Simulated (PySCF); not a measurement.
1-chlorobuta-1,2-diene (C4H5Cl), SMILES C(=CC)=CCl. Geometry: PBE-D3(BJ)/def2-SVP.

Problem. Give the equilibrium geometry at PBE-D3(BJ)/def2-SVP (PySCF confirms it by a frequency run) as bond lengths and angles. (The exact figures need the calculation; the answer reports its results.)

Solution. 
Atoms: C1 C2 C3 C4 Cl5 H6 H7 H8 H9 H10. Bonded distances (Å): C1–C2 1.505, C1–H6 1.106, C1–H7 1.111, C1–H8 1.111, C2–C3 1.321, C2–H9 1.109, C3–C4 1.316, C4–Cl5 1.757, C4–H10 1.102. Bond angles (°): C2–C1–H6 111.8, C2–C1–H7 110.7, C2–C1–H8 110.5, H6–C1–H7 108.6, H6–C1–H8 108.5, H7–C1–H8 106.6, C1–C2–C3 125.7, C1–C2–H9 116.6, C3–C2–H9 117.7, C2–C3–C4 179.4, C3–C4–Cl5 123.4, C3–C4–H10 123.6, Cl5–C4–H10 113.0.
